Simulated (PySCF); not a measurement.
CH₄Cl₂OSi₂, SMILES O1C[Si](Cl)([SiH2]1)Cl. Heavy atoms are numbered as in [Cl:1][Si:2]1([Cl:3])[CH2:4][O:5][SiH2:6]1. Hydrogens are named by the atom that carries them.

Geometry: PBE-D3(BJ)/def2-SVP. This is a generated structure with no PubChem entry under its InChIKey; it may be hypothetical.

Level of theory: PySCF with B3LYP/pcSseg-1.

GIAO shieldings, no solvent; atoms alike by connectivity are averaged. δ = σ(ref) − σ: ³⁵Cl against HCl (σ = 933.3 ppm); ²⁹Si against TMS (σ = 338.7 ppm); ¹³C against TMS (σ = 181.3 ppm); ¹⁷O against H2O (σ = 333.8 ppm); ¹H against TMS (σ = 31.68 ppm), references at their B3LYP-D3(BJ)/def2-TZVP geometries, non-relativistic (without spin–orbit terms, shifts of atoms bonded to Cl or Br come out too high).

```csv
atoms,nucleus,count,δ (ppm)
Cl1,³⁵Cl,2,?
Si2,²⁹Si,1,68.9
Si6 (SiH2),²⁹Si,1,39.0
C4 (CH2),¹³C,1,?
O5,¹⁷O,1,?
H on Si6,¹H,2,6.14
H on C4,¹H,2,5.35
```

Q: What belongs in the gaps? (The exact figures need the calculation; the answer reports its results.)

A: 
- O5, δ (ppm): 50.3
- Cl1, δ (ppm): 119.3
- C4 (CH2), δ (ppm): 93.4
